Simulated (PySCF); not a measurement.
**Excited states of Ge²⁺ (germanium, charge +2)**

Ground state [Ar] 3d10 4s2, ¹S. Calculation: PySCF 2.14, in aug-cc-pVTZ-PP with ECP10MDF (6s5p4d2f, 55 functions); a scalar-relativistic core potential. Vertical excitation energies in eV without spin-orbit coupling; excited terms of each kind are numbered among those the solver found. Frozen: 3s2 3p6.

```tsv
term	leading excitation	EOM-EE-CCSD
1 3P°	4s → p	7.521
1 1P°	4s → p	11.402
1 3S	4s → s	19.242
1 3D	4s → d	19.778
1 1S	4s → s	19.849
1 1D	4s → d	21.944
2 3P°	4s → p	22.157
2 1P°	4s → p	22.467
2 3S	4s → s	25.860
2 1S	4s → s	26.108
2 3D	4s → d	26.541
2 1D	4s → d	27.108
1 3F°	4s → f	27.175
1 1F°	4s → f	27.294
```

Only the lower part of the computed list is shown. Doubly excited terms such as np² are absent. The solver can miss terms. Rydberg members are limited by the diffuse functions of the basis.
